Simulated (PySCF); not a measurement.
H9Si4, SMILES [SiH3][Si]([SiH3])[SiH3], multiplicity 2. Atoms are numbered in the order given.

```xyz
13

Si    -1.9751    -1.1403     0.0910
Si     0.0000     0.0000    -0.3994
Si     0.0000     2.2807     0.0910
Si     1.9751    -1.1403     0.0910
H     -3.1415    -0.4077    -0.4898
H     -2.1842    -1.2611     1.5694
H     -1.9239    -2.5168    -0.4898
H     -1.2177     2.9245    -0.4898
H      1.2177     2.9245    -0.4898
H      0.0000     2.5222     1.5694
H      2.1842    -1.2611     1.5694
H      3.1415    -0.4077    -0.4898
H      1.9239    -2.5168    -0.4898
```
Charge 0, spin multiplicity 2.

Geometry optimised at r2SCAN-D4/def2-SVP. The isomer is the one that the SMILES or the coordinates give; other isomers of the formula were not compared.

Computed with B3LYP/pcH-1 run with PySCF.

Unrestricted Kohn–Sham, ⟨S²⟩ = 0.753. Hyperfine tensors hold the contact and dipolar terms, without spin-orbit corrections.

Computed hyperfine couplings:
| nucleus | A(iso) (MHz) | A(iso) (G) | dipolar principal values (MHz) |
|---|---|---|---|
| 29Si no. 1 | 8.8 | 3.1 | -1.7, -0.6, 2.3 |
| 29Si no. 2 | -243.2 | -86.8 | -170.1, 85.1, 85.1 |
| 29Si no. 3 | 8.8 | 3.1 | -1.7, -0.6, 2.3 |
| 29Si no. 4 | 8.8 | 3.1 | -1.7, -0.6, 2.3 |
| 1H no. 5 | 2.7 | 1.0 | -2.1, -1.2, 3.3 |
| 1H no. 6 | 68.1 | 24.3 | -2.2, -0.4, 2.5 |
| 1H no. 7 | 2.7 | 1.0 | -2.1, -1.2, 3.3 |
| 1H no. 8 | 2.7 | 1.0 | -2.1, -1.2, 3.3 |
| 1H no. 9 | 2.7 | 1.0 | -2.1, -1.2, 3.3 |
| 1H no. 10 | 68.1 | 24.3 | -2.2, -0.4, 2.5 |
| 1H no. 11 | 68.1 | 24.3 | -2.2, -0.4, 2.5 |
| 1H no. 12 | 2.7 | 1.0 | -2.1, -1.2, 3.3 |
| 1H no. 13 | 2.7 | 1.0 | -2.1, -1.2, 3.3 |
